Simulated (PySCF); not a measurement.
**RbAs⁺: one state, many levels of theory**

State: ⁴Σ⁻ (quartet), unpaired electrons σ ↑, π ↑↑. Set-up: basis Rb def2-SVP with ECP28, As def2-SVP; scalar-relativistic core potentials; PySCF 2.14. De refers to Rb⁺ + As in their high-spin ground configurations, without counterpoise correction. The functionals are run spin-unrestricted. A positive dipole points towards As; it is taken about the centre of mass and depends on that origin. Levels whose curve was spin-contaminated or gave no clean fit are not listed.

```
      Level  Re (Å)  ωe (cm⁻¹)  De (eV)  μ (D)  CPU s a point (SCF and correlation, without the integrals)
        UHF   4.073       37.9    0.094  -8.11                                                        0.13
    UHF-MP2   3.873       46.7    0.135    n/a                                                        0.27
UHF-SCS-MP2   3.909       44.7    0.125    n/a                                                         n/a
        PBE   3.825       48.8    0.167  -7.19                                                        0.52
       BP86   3.867       45.2    0.133  -7.35                                                        0.35
     r²SCAN   3.865       46.4    0.129  -7.49                                                        0.77
       PBE0   3.841       46.9    0.140  -7.36                                                         1.1
       MN15   3.766       51.5    0.159  -7.21                                                        0.84
  BHandHLYP   3.857       46.8    0.131  -7.44                                                        0.45
    LC-ωPBE   3.878       43.2    0.113  -7.58                                                        0.68
```

**Question.** What does second-order correlation do here, going from UHF to UHF-MP2?

**Answer.** UHF-MP2 less UHF: -20.0 pm in Re, +23.2 % in ωe, +0.04 eV in De. Correlation nearly always deepens the well. The bond shortens, as in weak, metallic or heavy-atom bonds, where dispersion and the correlation of outer-core electrons pull the atoms together.

Correlated steps freeze 9 core orbitals. The bond is weak. Basis-set superposition, not corrected here, can be much of De in a small basis, most of all at correlated wavefunction levels. Spin–orbit coupling is left out. For an ion De counts to the pair picked by the measured ionisation energies or electron affinities, which need not be the lowest pair at this level. The state was picked by a PBE0 search and need not be the measured ground state.

The whole job (state search and all levels along the bond) took about 2.5 min on 1 thread of Arm Neoverse V2 (shared host), peak memory 0.79 GiB.
